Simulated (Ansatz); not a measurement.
Species: GeH2Br, charge 0, doublet. GeH2Br (SMILES [GeH2][Br], doublet).
B3LYP-D3(BJ)/def2-TZVP minimum from Ansatz (an electronic-structure program):
```
Ge
H 1 1.5513
H 1 1.5513 2 111.24
Br 1 2.3348 2 106.65 3 -115.93
```
Charge 0, spin multiplicity 2.

Atomisation energy term by term, kcal/mol (programs: Ansatz). Open shells are spin-unrestricted; no spin-orbit coupling. Cores are frozen in correlated methods (noble-gas shells, and filled d and f shells in the p block). No relativity. CBS(X,Y): correlation extrapolated as X^-3, Hartree-Fock from the larger set (Q,5: extrapolated as (X+1)exp(-9√X)). A bracket is a step between two methods taken in the basis named. Where a partner has so few electrons that a lower coupled-cluster level is exact, that level stands in. Spin-orbit terms, left out, reach several kcal/mol for Br and I, and more for heavier atoms.

```tsv
term	basis	kcal/mol
Hartree-Fock	CBS(cc-pVQZ,cc-pV5Z)	150.95
CCSD correlation	CBS(cc-pVQZ,cc-pV5Z)	52.92
(T)	CBS(cc-pVQZ,cc-pV5Z)	3.50
CCSDT(Q) - CCSD(T)	cc-pVTZ	0.20
CCSDTQ - CCSDT(Q)	cc-pVDZ	-0.02
sum: De		207.6
```

The step beyond CCSD(T) by other levels: CCSDTQ in cc-pVDZ 0.36; CCSDT(Q) in cc-pVDZ 0.38 kcal/mol.
